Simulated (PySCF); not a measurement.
**C₂H₆B, SMILES `C[B]C` (charge 0, multiplicity 2)**

Level of theory: ωB97X-D3(BJ)/def2-TZVP in PySCF.

```json
{
 "highest_occupied_spin_orbital": "-7.26 eV",
 "dipole_moment": "0.235 e·Å",
 "total_energy": "-104.7058 Ha",
 "cost": "roughly 70 core-seconds"
}
```

```xyz
9

C     -1.3893     0.0187     0.1176
B      0.0396     0.1709     0.7104
C      1.4024    -0.0009    -0.0174
H     -1.4360     0.2760    -0.9486
H     -1.6250    -1.0540     0.1920
H     -2.1748     0.5517     0.6559
H      1.3532    -0.7156    -0.8492
H      2.2452    -0.2513     0.6290
H      1.6239     0.9821    -0.4605
```
Charge 0, spin multiplicity 2.
